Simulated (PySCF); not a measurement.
**Krypton: a sound run and one with changed settings**

Sound run: Kr⁺ [Ar] 3d10 4s2 4p5, Kr²⁺ [Ar] 3d10 4s2 4p4. All numbers are calculated (PySCF 2.14, scalar relativity by spin-free X2C-1e, in aug-cc-pVDZ-DK (6s5p3d, 36 functions)). In the sound run the correlated levels freeze [Ar] 3d10. The sound run starts from symmetry-adapted Hartree-Fock orbitals and uses a fine grid where one is needed.

Changed run: a valence shell is frozen. This setting is unsound on purpose.

```csv
species,method,sound run (hartree),changed run (hartree),converged
Kr⁺,MP2,-2787.66800,-2787.63715,yes
Kr⁺,CCSD(T),-2787.68371,-2787.64733,yes
Kr²⁺,MP2,-2786.79016,-2786.75204,yes
Kr²⁺,CCSD(T),-2786.80648,-2786.76023,yes
```

Ionisation energy of Kr⁺:

```csv
method,sound run (eV),changed run (eV)
UHF,23.276,23.276
MP2,23.887,24.085
SCS-MP2,23.861,24.124
CCSD,23.860,24.131
CCSD(T),23.871,24.139
```

Freezing a valence shell removes pair correlation that changes on ionisation.

For comparison, NIST gives 24.360 eV between the lowest levels.
